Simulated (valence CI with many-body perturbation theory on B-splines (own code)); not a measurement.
E1 line list for Pt47+

Method: relativistic CI+MBPT: three valence electrons over a frozen Dirac-Fock core [Ar] 3d10, radial functions for each j: 11 s, 11 p, 9 d, 7 f, 5 g, 2 h, 1 i, with the one-electron correlation potential Σ1, the two-electron term Σ2, the three-electron term Σ3, Breit, model QED; selected CI, second order for the rest (own B-spline code, finite nucleus).

No measured spectrum was set against this ion. As an estimate, large intervals hold to a few tenths of a per cent, small ones and those within an open d or f shell to about a per cent.

Lines 51 to 100 of 275 in falling wavelength, among levels below 51.055 Ry, chosen from the strongest by gf and those to the six lowest levels. Wavelengths and rates use the calculated energies. Electric multipoles are in the length gauge, E1 and E2 with the static RPA response of the core. Weak lines are less certain than strong ones. Lines between different terms over intervals too small for the method are left out, as are lines whose strength nearly cancels. The highest levels of a list are the least certain.

Levels are named by their leading jj configuration (3d3/2^4 stands for four electrons in 3d with j = 3/2), which in mixed levels can hold well under half, so a name can repeat and another be missing. Letters in brackets count levels of one name in rising energy.

```csv
λ vac (Å),Upper,Lower,A (s⁻¹),S (a.u.) with core polarisation,S without
103.4,(4p1/2 4p3/2^2) J=5/2,(4s 4p3/2^2) J=5/2,3.11e+10,1.02e-01,1.08e-01
103.3,(4p1/2^2 4p3/2) J=3/2,(4s 4p1/2 4p3/2) J=5/2,7.30e+10,1.59e-01,1.69e-01
102.4,(4p1/2 4p3/2 4d5/2) J=5/2 [b],(4s 4p3/2 4d5/2) J=7/2 [a],2.52e+10,8.00e-02,8.50e-02
100.9,(4p1/2 4p3/2 4d5/2) J=9/2,(4s 4p3/2 4d5/2) J=9/2,3.31e+10,1.68e-01,1.78e-01
100.6,(4p1/2 4p3/2 4d3/2) J=5/2 [b],(4s 4p3/2 4d3/2) J=7/2,5.19e+10,1.56e-01,1.66e-01
98.89,(4p1/2^2 4d3/2) J=3/2,(4s 4p1/2 4d3/2) J=3/2 [a],2.00e+10,3.83e-02,4.06e-02
98.88,(4p1/2 4p3/2 4d3/2) J=3/2 [b],(4s 4p3/2 4d3/2) J=5/2 [a],3.54e+10,6.75e-02,7.16e-02
96.01,(4p1/2^2 4p3/2) J=3/2,(4s 4p1/2 4p3/2) J=3/2 [a],1.90e+10,3.32e-02,3.52e-02
85.41,(4s 4p1/2 4d3/2) J=3/2 [a],(4s 4p1/2 4p3/2) J=3/2 [b],1.91e+10,2.35e-02,2.48e-02
80.97,(4s 4p1/2 4d3/2) J=5/2,(4s 4p1/2 4p3/2) J=3/2 [b],1.79e+09,2.81e-03,2.98e-03
80.13,(4p1/2 4p3/2 4d3/2) J=5/2 [a],(4p1/2 4p3/2^2) J=5/2,2.88e+10,4.39e-02,4.65e-02
78.49,(4s 4p1/2 4d3/2) J=3/2 [a],(4s 4p1/2 4p3/2) J=5/2,6.79e+09,6.49e-03,6.86e-03
75.90,(4p1/2^2 4d3/2) J=3/2,(4p1/2^2 4p3/2) J=3/2,4.59e+10,3.96e-02,4.18e-02
74.72,(4s 4p1/2 4d3/2) J=5/2,(4s 4p1/2 4p3/2) J=5/2,2.71e+10,3.34e-02,3.52e-02
74.19,(4s 4p1/2 4d3/2) J=3/2 [a],(4s 4p1/2 4p3/2) J=3/2 [a],7.09e+09,5.71e-03,6.02e-03
74.16,(4s 4p1/2 4d3/2) J=1/2,(4s 4p1/2 4p3/2) J=3/2 [b],3.33e+09,1.34e-03,1.41e-03
73.49,(4s 4p1/2 4d3/2) J=3/2 [b],(4s 4p1/2 4p3/2) J=3/2 [b],1.21e+10,9.51e-03,1.00e-02
70.81,(4s 4p1/2 4d3/2) J=5/2,(4s 4p1/2 4p3/2) J=3/2 [a],1.94e+09,2.04e-03,2.14e-03
70.68,(4s^2 4d3/2) J=3/2,(4s^2 4p3/2) J=3/2,8.49e+09,5.92e-03,6.21e-03
68.36,(4s 4p1/2 4d5/2) J=5/2 [a],(4s 4p1/2 4p3/2) J=3/2 [b],4.08e+09,3.86e-03,4.06e-03
68.31,(4s 4p1/2 4d3/2) J=3/2 [b],(4s 4p1/2 4p3/2) J=5/2,1.65e+09,1.04e-03,1.08e-03
68.09,(4s 4p3/2 4d5/2) J=3/2 [a],(4s 4p3/2^2) J=3/2,5.67e+10,3.54e-02,3.72e-02
66.36,(4s 4p1/2 4f7/2) J=5/2,(4s 4p1/2 4d5/2) J=3/2,1.81e+11,1.56e-01,1.64e-01
66.31,(4s 4p1/2 4f7/2) J=7/2 [b],(4s 4p1/2 4d5/2) J=5/2 [b],1.29e+11,1.49e-01,1.56e-01
65.91,(4s 4p1/2 4f7/2) J=5/2,(4s 4p1/2 4d5/2) J=5/2 [b],3.95e+10,3.35e-02,3.52e-02
65.55,(4s 4p1/2 4d3/2) J=1/2,(4s 4p1/2 4p3/2) J=3/2 [a],9.94e+09,2.76e-03,2.92e-03
65.46,(4s^2 4f7/2) J=7/2,(4s^2 4d5/2) J=5/2,1.39e+11,1.54e-01,1.61e-01
65.11,(4p1/2 4p3/2 4d5/2) J=3/2 [a],(4p1/2 4p3/2^2) J=3/2,1.21e+11,6.58e-02,6.92e-02
65.08,(4s 4p1/2 4f7/2) J=7/2 [a],(4s 4p1/2 4d5/2) J=5/2 [a],1.79e+11,1.94e-01,2.04e-01
65.02,(4s 4p1/2 4d3/2) J=3/2 [b],(4s 4p1/2 4p3/2) J=3/2 [a],2.32e+10,1.26e-02,1.33e-02
64.79,(4p1/2 4p3/2 4d5/2) J=5/2 [a],(4p1/2 4p3/2^2) J=5/2,1.35e+11,1.08e-01,1.14e-01
64.67,(4s 4p1/2 4f7/2) J=9/2,(4s 4p1/2 4d5/2) J=7/2,1.60e+11,2.13e-01,2.23e-01
64.45,(4s 4p1/2 4d5/2) J=3/2,(4s 4p1/2 4p3/2) J=1/2,1.79e+11,9.46e-02,9.97e-02
64.18,(4s 4p1/2 4f7/2) J=7/2 [b],(4s 4p1/2 4d5/2) J=7/2,3.80e+10,3.96e-02,4.17e-02
64.07,(4s 4p1/2 4d5/2) J=5/2 [b],(4s 4p1/2 4p3/2) J=3/2 [b],1.86e+11,1.45e-01,1.53e-01
63.85,(4s 4p1/2 4d5/2) J=5/2 [a],(4s 4p1/2 4p3/2) J=5/2,1.08e+10,8.32e-03,8.78e-03
63.65,(4s 4p1/2 4d5/2) J=3/2,(4s 4p1/2 4p3/2) J=3/2 [b],6.35e+10,3.23e-02,3.41e-02
63.09,(4s 4p3/2 4d5/2) J=5/2 [a],(4s 4p3/2^2) J=5/2,2.20e+11,1.63e-01,1.72e-01
62.87,(4p1/2^2 4d5/2) J=5/2,(4p1/2^2 4p3/2) J=3/2,2.65e+11,1.95e-01,2.05e-01
62.49,(4p1/2 4p3/2 4d5/2) J=3/2 [b],(4p1/2 4p3/2^2) J=1/2,3.13e+11,1.51e-01,1.59e-01
62.27,(4p1/2 4p3/2 4d5/2) J=1/2,(4p1/2 4p3/2^2) J=1/2,4.87e+11,1.16e-01,1.22e-01
62.07,(4s^2 4d5/2) J=5/2,(4s^2 4p3/2) J=3/2,2.94e+11,2.09e-01,2.20e-01
61.95,(4s 4p1/2 4d5/2) J=7/2,(4s 4p1/2 4p3/2) J=5/2,2.90e+11,2.72e-01,2.86e-01
61.93,(4s 4p3/2 4d5/2) J=1/2,(4s 4p3/2^2) J=1/2,5.22e+11,1.22e-01,1.29e-01
61.82,(4s 4p3/2 4d5/2) J=3/2 [b],(4s 4p3/2^2) J=3/2,6.48e+10,3.02e-02,3.19e-02
61.38,(4s 4p3/2 4d5/2) J=3/2 [a],(4s 4p3/2^2) J=5/2,7.22e+10,3.30e-02,3.48e-02
61.14,(4p1/2 4p3/2 4d5/2) J=7/2 [b],(4p1/2 4p3/2^2) J=5/2,6.33e+11,5.71e-01,6.02e-01
60.98,(4s 4p1/2 4d5/2) J=5/2 [a],(4s 4p1/2 4p3/2) J=3/2 [a],3.95e+11,2.65e-01,2.80e-01
60.90,(4s 4p3/2 4d5/2) J=7/2 [a],(4s 4p3/2^2) J=5/2,2.31e+11,2.06e-01,2.17e-01
60.70,(4s 4p3/2 4d5/2) J=3/2 [b],(4s 4p3/2^2) J=1/2,4.00e+11,1.77e-01,1.86e-01
```
